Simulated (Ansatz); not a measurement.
Consider the ligand exchange at the Si–N bond: `C=N[SiH2][GeH3]` + HCl → `Cl[SiH2][GeH3]` + `C=N`.

Computed with Ansatz on PBE0-D4/def2-TZVP structures; ΔE is electronic, products minus reactants. CCSD(T)/CBS adds triple-zeta CCSD(T) − MP2 to the extrapolated MP2 energy (def2 sets, frozen cores). This one scheme is used for every species. DFT in def2-TZVPP. For Ge outer-core shells are correlated without core-valence functions, which leaves a few kJ/mol of doubt a bond. Scalar relativity is left out up to krypton. One conformer a species, not always the lowest.

| level | ΔE (kJ/mol) |
| --- | --- |
| ωB97M-V | -60.0 |
| PBE0 | -62.0 |
| SCS-MP2/def2-TZVPP | -56.7 |
| CCSD(T)/def2-TZVPP | -56.1 |

Problem. What does CCSD(T)/CBS give? (Best estimate.)

Solution. Ansatz gave: -59.1 kJ/mol. The listed levels differ from it by -0.9, -2.9, 2.4, 3.0 kJ/mol.

Largest T1 diagnostic among the species: 0.013.

In def2-TZVPP, CCSD(T) changes the Hartree–Fock value by +7.2 kJ/mol (the triples alone add +1.1 kJ/mol) and MP2 by +7.3 kJ/mol. The D4 term adds +3.4 kJ/mol with B3LYP and +2.1 kJ/mol with PBE0; it sums over pairs of atoms, weighted by their polarisabilities, and B3LYP, whose exchange is more repulsive, gets the larger term.

B3LYP here is the variant with VWN-RPA as its local correlation; programs differ in this.
